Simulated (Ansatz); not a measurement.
C2H8HfO3S, SMILES `C[O][Hf]([OH])([OH])[S]C`. Total charge 0; spin multiplicity 1. Hf takes the def2 core potential. Geometry: relaxed with PBE0-D4/def2-TZVP. It is one conformer, not always the lowest.

```xyz
15

C     2.613   -1.814   -0.645
O     1.540   -1.026   -0.251
Hf    0.010   -0.102    0.415
O    -1.397   -1.279    1.005
O     0.451    1.123    1.839
S    -0.824    1.194   -1.503
C    -2.306    1.917   -0.717
H     2.383   -2.877   -0.517
H     2.846   -1.636   -1.700
H     3.503   -1.578   -0.052
H    -1.963   -1.867    1.492
H     0.981    1.719    2.356
H    -2.780    2.570   -1.449
H    -3.017    1.142   -0.430
H    -2.042    2.514    0.157
```

Problem. What is the dipole moment at r2SCAN/def2-TZVPP? (Estimate.)

Solution. Computed: 2.84 D, with components (0.68, -1.14, 2.52) D in this frame, pointing from negative to positive charge.

Problem. And with PBE, B3LYP, ωB97M-V? (Estimate.)

Solution. Computed: PBE 2.77 D, B3LYP 2.82 D, ωB97M-V 2.94 D.

Problem. Give the Mulliken charges with r2SCAN, ωB97M-V, B3LYP in def2-TZVPP. (Best estimate.)

Solution. Computed: 
| atom | r2SCAN | ωB97M-V | B3LYP |
| --- | --- | --- | --- |
| C1 | 0.01 | -0.17 | -0.11 |
| O2 | -0.40 | -0.37 | -0.39 |
| Hf3 | 1.04 | 0.91 | 0.99 |
| O4 | -0.48 | -0.41 | -0.45 |
| O5 | -0.48 | -0.41 | -0.45 |
| S6 | -0.34 | -0.26 | -0.31 |
| C7 | -0.14 | -0.35 | -0.28 |
| H8 | 0.05 | 0.11 | 0.10 |
| H9 | 0.06 | 0.12 | 0.10 |
| H10 | 0.05 | 0.11 | 0.09 |
| H11 | 0.19 | 0.15 | 0.17 |
| H12 | 0.19 | 0.16 | 0.17 |
| H13 | 0.08 | 0.14 | 0.12 |
| H14 | 0.09 | 0.14 | 0.12 |
| H15 | 0.09 | 0.14 | 0.12 |

B3LYP here is the variant with VWN-RPA as its local correlation; programs differ in this.
